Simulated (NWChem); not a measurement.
# H3S2 cation; SMILES S[SH2+]

All runs: NWChem. The geometry was optimised at B3LYP/6-31G* (spherical d). Level: PBE0/def2-SVP with SMD (1 M gas to 1 M solution), gas-phase geometry. Reactions with the solvent are ignored.

Q: Order these by “solvation free energy (kcal/mol)”, lowest first: anisole; benzene; 1-propanol.

A: 1-propanol (-62.5), anisole (-50.3), benzene (-37.7)
